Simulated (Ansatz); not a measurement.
A nudged elastic band was laid between two geometries of C2H7GaO2 (12 atoms, charge 0, multiplicity 1).

Computed with RKS B3LYP-D4/def2-SVP in Ansatz 0.2.0.

```yaml
movable_images: 5
climbing_image: yes
spring: 0.1 eV/Å²
optimiser: quadratic models (default)
start_path: IDPP
force_threshold: 0.05 eV/Å
iteration_limit: 60
end_points: relaxed
```

First end point:

```xyz
12
Properties=species:S:1:pos:R:3
C -0.707 0.956 1.511
O 0.405 1.330 0.752
C 0.384 0.806 -0.559
Ga 0.666 -1.173 -0.634
O 0.095 -1.905 -2.176
H -0.803 -0.152 1.587
H -0.586 1.362 2.526
H -1.656 1.340 1.083
H 1.214 1.277 -1.111
H -0.549 1.076 -1.096
H 1.351 -2.121 0.423
H 0.263 -2.852 -2.271
```

Last end point:

```xyz
12
Properties=species:S:1:pos:R:3
C -0.714 0.928 1.472
O 0.397 1.297 0.708
C 0.408 0.707 -0.575
Ga 0.761 -1.273 -0.506
O 0.275 -2.326 -1.884
H -0.781 -0.177 1.598
H -0.615 1.383 2.468
H -1.667 1.268 1.016
H 1.236 1.173 -1.138
H -0.523 0.934 -1.136
H 1.493 -2.076 0.622
H -0.191 -1.892 -2.610
```

Which bonds break or form, and what moves?

No bond is made or broken. The dihedral C3–Ga4–O5–H12 changes from 176 to -3° by way of a nearly straight angle Ga4–O5–H12 (up to 178°), not by a turn about the bond.

What energy profile does the band end with?

The forces met the threshold. The highest image is number 3 of 0 to 6, 0.34 eV above the first end and 0.31 eV above the last; the last end lies 0.04 eV above the first. Another band between the same ends (5 images) ends at a top of the same energy, where a vibrational analysis finds 2 clearly imaginary modes.

| image | path coordinate (Å) | energy (eV) | angle Ga4–O5–H12 (°) |
| --- | --- | --- | --- |
| 0 | 0.00 | 0.00 | 115 |
| 1 | 0.29 | 0.03 | 124 |
| 2 | 0.59 | 0.19 | 149 |
| 3 | 0.89 | 0.34 | 178 |
| 4 | 1.18 | 0.20 | 147 |
| 5 | 1.47 | 0.06 | 123 |
| 6 | 1.78 | 0.04 | 116 |

What is the geometry of the highest image?


```xyz
12
Properties=species:S:1:pos:R:3
C -0.739 1.000 1.475
O 0.368 1.367 0.706
C 0.385 0.753 -0.566
Ga 0.764 -1.214 -0.483
O 0.297 -2.142 -1.902
H -0.796 -0.103 1.620
H -0.647 1.474 2.463
H -1.696 1.320 1.012
H 1.200 1.222 -1.144
H -0.554 0.942 -1.127
H 1.481 -2.039 0.645
H 0.014 -2.634 -2.666
```

The band took 5 iterations and of the order of 4 core-minutes.

Time of the run: 2.1 min on 2 threads of Arm Neoverse V1, with other jobs on the host, peak memory 0.31 GiB.
